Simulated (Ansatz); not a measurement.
Basis-set extrapolation for `CC1=C[SiH]1F` (PBE0-D4/def2-TZVP geometry, frozen core, Ansatz). Multiplicity 1, RHF reference.

|  | def2-TZVPP | def2-QZVPP |
| --- | --- | --- |
| HF | -504.991706 | -505.010821 |
| MP2 correlation | -0.847364 | -0.911784 |
| CCSD(T) correlation | -0.915452 | not run |

Energies in hartree. Use E(X) = E(∞) + A·exp(−7.88·√X) for Hartree–Fock and E(X) = E(∞) + B·X^(−2.97) for correlation, with X = 3 and 4, and add CCSD(T) minus MP2 of the smaller set to the MP2 limit.

Q: What is the CCSD(T) energy at the basis-set limit?

A: HF limit: -505.010821 + (-0.019115) × 0.13774 = -505.01345. MP2 limit: -0.911784 + (-0.064420) × 0.74074 = -0.95950. Higher-order term: -0.915452 − (-0.847364) = -0.06809. Total: -506.04104 hartree, 351.5 kJ/mol below CCSD(T)/def2-TZVPP.
